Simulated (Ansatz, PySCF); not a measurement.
The pair A = CH6Si (SMILES C[SiH3]) (first 8 atoms), B = H2Se (SMILES [SeH2]); geometry from B3LYP-D3(BJ)/def2-TZVP.
(charge 0, multiplicity 1):
```xyz
11

C      0.573     1.017    -0.104
Si    -0.099    -0.691     0.270
H      0.463     1.665     0.766
H      0.037     1.471    -0.940
H      1.631     0.970    -0.366
H      0.626    -1.307     1.409
H      0.043    -1.587    -0.904
H     -1.537    -0.627     0.629
Se    -0.764     1.252     3.823
H      0.060     0.039     3.723
H     -1.835     0.623     3.036
```

Cores are frozen in the correlated methods. Filled d and f shells under p-block atoms count as core. CBS(a, b) extrapolates the correlation energy as X⁻³ and adds the Hartree–Fock energy of set b. MP2 and its Hartree–Fock in def2-TZVPPD are density fitted.

The values were computed with Ansatz (Gaussian basis) for Hartree–Fock, density functionals and correlated methods; PySCF for the dispersion terms. Values without a source in brackets are computed.

The monomers are drawn apart, rigid, along the line of their centres of mass. Counterpoise-corrected interaction energies (kcal/mol):

```json
[
 {"level": "PBE/def2-TZVPPD", "R = 5.651 Å": "-0.2920", "R = 7.293 Å": "-0.0630"},
 {"level": "PBE-D3(BJ)/def2-TZVPPD", "R = 5.651 Å": "-0.5686", "R = 7.293 Å": "-0.1206"},
 {"level": "wB97M-V/def2-TZVPPD", "R = 5.651 Å": "-0.4501", "R = 7.293 Å": "-0.1077"},
 {"level": "MP2/CBS(def2-SVPD, def2-TZVPPD) + ΔCCSD(T)/def2-SVPD", "R = 5.651 Å": "-0.4370", "R = 7.293 Å": "-0.1045"}
]
```

### Question
R is the distance of the centres of mass. Find the local exponent m of E ∝ R⁻ᵐ between the two points.

### Answer

m = ln(E₁/E₂)/ln(R₂/R₁): PBE/def2-TZVPPD 6.0; PBE-D3(BJ)/def2-TZVPPD 6.1; wB97M-V/def2-TZVPPD 5.6; MP2/CBS(def2-SVPD, def2-TZVPPD) + ΔCCSD(T)/def2-SVPD 5.6. For scale, two fixed dipoles give m = 3, dipole and quadrupole 4, quadrupoles 5, and dispersion or dipole-induced dipole 6 at long range; at these distances several terms mix, and what is left of overlap and damping shifts m, so it need not match one of them.

Ansatz is a program for electronic structure.
